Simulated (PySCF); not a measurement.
B-trichloroborazine (B₃Cl₃H₃N₃), SMILES ClB1NB(Cl)NB(Cl)N1.

Geometry: B3LYP-D3(BJ)/def2-SVP.

Two levels are set side by side: TDA-PBE/def2-SVPD (PySCF) and TDA-PBE0/def2-SVPD (PySCF). Vertical, same geometry. The lowest singlet is HOMO−1→LUMO 50 %, HOMO→LUMO+1 50 % with PBE and HOMO−1→LUMO 48 %, HOMO→LUMO+1 48 % with the other functional; states are paired by order. Differences are taken from unrounded values.

```
quantity                              TDA-PBE0
------------------------------------  --------
lowest singlet excitation (eV)            6.93
lowest triplet excitation (TDA) (eV)      6.45
```

Task: What does TDA-PBE give, and how far is it from TDA-PBE0? (The exact figures need the calculation; the answer reports its results.)

Result: 
```
quantity                              TDA-PBE  TDA-PBE minus TDA-PBE0
------------------------------------  -------  ----------------------
lowest singlet excitation (eV)           6.21                   -0.71
lowest triplet excitation (TDA) (eV)     5.80                   -0.65
```

A lower first singlet is the usual sign of a functional without exact exchange. Differences between two approximate levels are no errors against the true value.

Rough cost on one machine, each run with all the roots and properties that it gave: TDA-PBE0 against TDA-PBE about 2 times.
